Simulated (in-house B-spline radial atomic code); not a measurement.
# Binding energies in La XVIII (La17+)

NIST's tabulated ground configuration is [Kr] 4d4; each binding energy is the energy of the ion with one electron taken from that subshell, relaxed, less that of the parent. Level of theory: Dirac-Hartree-Fock, average of configuration, Fermi nucleus of rms radius 4.855 fm; calculated with a radial B-spline atomic code at the basis-set limit. Energies include first-order Breit, QED and recoil terms.

```tsv
subshell	X-ray name	binding energy (eV)	-ε (eV)	relaxation (eV)
1s	K	39351.8	39557.6	58.1
2s	L1	6697.3	6740.1	26.5
2p1/2	L2	6318.1	6364.1	30.2
2p3/2	L3	5909.8	5949.3	28.6
3s	M1	1777	1787.7	7.7
3p1/2	M2	1617.8	1628.7	8.2
3p3/2	M3	1535.6	1545.1	7.7
4s	N1	647.8	649.7	1.2
4p1/2	N2	582.7	584.4	1.2
4p3/2	N3	562.7	564.2	1.1
4d	N4,5	461.7	462.8	1.0
```

Relaxation = -ε minus the binding energy without Breit, QED and recoil terms.

Emission lines follow as differences of binding energies, with λ = 12398.42 eV·Å / E:

| line | holes | energy (eV) | wavelength (Å) |
| --- | --- | --- | --- |
| K-L3 | 1s → 2p3/2 | 33442.0 | 0.37074 |
| K-L2 | 1s → 2p1/2 | 33033.7 | 0.37533 |
| K-M3 | 1s → 3p3/2 | 37816.2 | 0.32786 |
| L1-M3 | 2s → 3p3/2 | 5161.7 | 2.402 |
| L3-M1 | 2p3/2 → 3s | 4132.8 | 3 |

Q: What screening constant σ does Moseley's law, E = (3/4)·13.6057 eV·(Z - σ)², need for K-L3?

A: σ = -0.25.

Moseley's non-relativistic formula needs a falling, then negative, screening constant for heavy elements, because relativity binds the 1s electron more strongly than the formula allows.

Q: What does it cost to remove both a 1s and a 2p3/2 electron?

A: 45531 eV, which is 269.5 eV more than the two single binding energies together.

Q: What does it cost to remove both a 3s and a 3p1/2 electron?

A: 3458 eV, which is 63.17 eV more than the two single binding energies together.

Q: What does it cost to remove two 1s electrons?

A: 79684 eV, which is 980 eV more than the two single binding energies together.
